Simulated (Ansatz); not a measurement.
Z-matrix (Å, degrees):
```
Si
C 1 1.874
N 1 1.732 2 108.0
H 1 1.486 2 111.4 3 115.9
H 1 1.493 2 109.0 3 -125.4
Si 2 1.841 1 113.1 3 -19.8
H 2 1.094 1 109.7 3 101.9
H 2 1.094 1 108.6 3 -140.9
H 3 1.009 1 118.4 2 167.7
H 3 1.010 1 118.4 2 -55.2
N 6 1.687 2 114.0 1 -49.9
F 6 1.602 2 105.9 1 75.9
F 6 1.592 2 111.8 1 -170.4
H 11 1.006 6 121.6 2 -148.9
H 11 1.008 6 118.6 2 61.3
```

Total charge 0; spin multiplicity 1.

Q: List the B3LYP/def2-TZVPP orbital energies in eV (Ansatz). (An estimate is asked.)

A: Ansatz gave: Occupied: -1800.37, -1799.15, -671.23, -671.18, -389.25, -389.06, -276.40, -144.67, -143.63, -100.05, -100.01, -99.94, -98.96, -98.94, -98.93, -32.48, -31.96, -23.48, -23.29, -19.36, -15.14, -14.40, -13.95, -13.65, -13.23, -12.93, -12.41, -11.77, -11.64, -11.34, -11.18, -11.08, -9.89, -9.34, -8.86, -7.69, -7.48. Lowest empty: 0.10, 0.61, 1.24, 1.45, 1.54, 1.87, 2.21, 2.48.

B3LYP here is the variant with VWN-RPA as its local correlation; programs differ in this.
